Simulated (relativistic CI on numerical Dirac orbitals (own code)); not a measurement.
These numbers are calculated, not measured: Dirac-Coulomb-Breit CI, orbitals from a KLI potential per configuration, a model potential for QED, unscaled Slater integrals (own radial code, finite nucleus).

The strongest absorption lines from the ground level of an ion, among the configurations computed and to levels below about 97000 eV (vacuum wavelength in nm, gf): 0.01279 (0.0084), 0.01294 (0.015), 0.01322 (0.031), 0.01327 (0.013), 0.01389 (0.082), 0.01401 (0.039), 0.01617 (0.39), 0.01673 (0.24).

Q: Which ion is it?
A. Pb LXXXI
B. Pb LXXIX
C. Re LXXIV
D. Cm XCV

A: A. Pb LXXXI has 2 electrons and the ground level 1s² ¹S0; the strongest line goes to 1s2p ¹P°1. The pattern of lines fixes the number of electrons, and along that sequence the line energies rise steadily with the charge (about as its square where n changes within one kind of shell, about linearly where n is kept but much faster in heavy ions where fine structure, which grows about as Z⁴, sets the gap, and irregularly where shells cross), which fixes Z. Configurations outside the model, such as inner-shell arrays, can give stronger lines. At this charge energies of transitions that change n are usually good to better than 1 %, and those within a shell (Δn = 0) to a few per cent.

LS names give the leading component of a level, which can be under half, so a name can repeat, a term be missing and a line seem to break the LS rules.
